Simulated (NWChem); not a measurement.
System: MgHSeF; SMILES [F][Mg][SeH]

```xyz
4

Mg     0.0138    -1.2282     0.0000
F      0.0154    -2.9859     0.0000
Se     0.0335     1.1888     0.0000
H     -1.4416     1.1927     0.0000
```
Atoms are numbered in this order, from 1.

The geometry was optimised at PBE0/def2-SVP.

Symmetry labels are those of Cs in the frame above (b1 and b2, or b-type labels, depend on it).

**Question.** List the 4 lowest vertical singlet excitations from PBE0/def2-SVPD, TDA (NWChem).

**Answer.** 
```json
[
 {"state": "S1", "energy (eV)": "4.22", "oscillator strength": "0.052", "symmetry": "a\"", "leading excitation (squared amplitude)": "HOMO → LUMO (0.99)"},
 {"state": "S2", "energy (eV)": "5.26", "oscillator strength": "0.000", "symmetry": "a\"", "leading excitation (squared amplitude)": "HOMO → LUMO+1 (0.94)"},
 {"state": "S3", "energy (eV)": "5.67", "oscillator strength": "0.050", "symmetry": "a'", "leading excitation (squared amplitude)": "HOMO−1 → LUMO (0.56)"},
 {"state": "S4", "energy (eV)": "5.78", "oscillator strength": "0.004", "symmetry": "a\"", "leading excitation (squared amplitude)": "HOMO → LUMO+3 (0.90)"}
]
```
